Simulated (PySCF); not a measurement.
BH5OSn, SMILES [SnH3][O]B. Geometry optimised at B3LYP-D3(BJ)/def2-SVP. The def2 effective core potentials stand for the cores of Sn; spin–orbit coupling is left out.

Q: Give the equilibrium geometry at B3LYP-D3(BJ)/def2-SVP (PySCF confirms it by a frequency run) as Cartesian coordinates in Å, and its point group. (An estimate is asked for; the answer gives what the named calculation found.)

A: point group Cs.
```xyz
8

O      0.5325    -1.4166     0.0000
Sn    -0.0249     0.5362     0.0000
H      0.6749     1.1723     1.4271
H      0.6749     1.1723    -1.4271
H     -1.7391     0.5613     0.0000
B     -0.2747    -2.4851     0.0000
H     -1.4900    -2.3687     0.0000
H      0.2363    -3.5868     0.0000
```
Charge 0, spin multiplicity 1.
